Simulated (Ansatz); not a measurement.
Ideal-gas functions of `[NH2][Ge][Br]` at 298.15 K and 1 bar, from an Ansatz frequency run at PBE0-D4/def2-TZVP.

Molar mass 168.54 g/mol, point group Cs (symmetry number 1), electronic degeneracy 1, moments of inertia 43.739, 253.024, 296.763 u Å². Harmonic wavenumbers (cm⁻¹, unscaled): 190, 273, 437, 499, 702, 737, 1547, 3571, 3691.

Use S(trans) = R[1.5 ln M + 2.5 ln T − 1.1517]; rotational temperatures θ = 24.2544 K / I; S(rot) = R[ln(√π/σ · √(T³/θAθBθC)) + 1.5]; for each mode x = 1.438777 ν̃/T, S = R[x/(eˣ − 1) − ln(1 − e⁻ˣ)] and H = RT x/(eˣ − 1); 1 cm⁻¹ = 0.0119627 kJ/mol; R = 8.31446 J/(mol·K).

Task: By hand: the entropy, in J/(mol·K).

Result: Translation 172.8. Rotation: θ = 0.5545, 0.0959, 0.0817 K, giving 110.9. Vibration, mode by mode: 9.32, 6.60, 3.50, 2.76, 1.27, 1.11, 0.04, 0.00, 0.00, in all 24.6. Electronic 0.0. Sum 308.3 J/(mol·K).

Task: By hand: H − E and G − E in kJ/mol, counted from the electronic energy.

Result: Zero-point energy ½ × 11647 × 0.0119627 = 69.7; thermal vibration 4.6; translation, rotation and pV give 4 RT = 9.9. H − E = 84.2 kJ/mol, and G − E = 84.2 − 298.15 × 308.3/1000 = -7.7 kJ/mol.

Vibration gives 8 % of the entropy. The sum counts one conformer and one mirror image; others add a mixing term.
